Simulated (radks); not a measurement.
Ionisation of neutral krypton, [Kr], to [Ar] 3d10 4s2 4p5 as the strength of local exchange is varied. Method: non-relativistic Kohn-Sham, Slater X-alpha exchange (alpha = 2/3 is LDA exchange), no correlation, spin-unpolarised, spherical densities, point nucleus; computed with a radial shooting solver on a logarithmic mesh with Libxc functionals.

| alpha | E(Kr) (hartree) | exchange (hartree) | IE (eV) | -e of the level emptied (eV) | <r> of it (bohr) |
|---|---|---|---|---|---|
| 0.639 | -2743.19661 | -84.69681 | 12.779 | 7.846 (4p) | 1.983 |
| 0.667 | -2746.91034 | -88.52467 | 13.135 | 8.164 (4p) | 1.970 |
| 0.749 | -2757.81440 | -99.79074 | 14.199 | 9.123 (4p) | 1.934 |
| 0.85 | -2771.30260 | -113.78167 | 15.559 | 10.359 (4p) | 1.892 |
| 1.032 | -2795.76819 | -139.31108 | 18.142 | 12.734 (4p) | 1.824 |

NIST Atomic Spectra Database: 14.000 eV (measured). The Delta-SCF value meets it near alpha = 0.73. Spin polarisation and multiplet splitting are left out, so open shells lie too high by an amount that depends on their filling.

Beside tabulated values, note that spin-unpolarised runs miss the spin-polarisation part of the exchange energy of open shells.
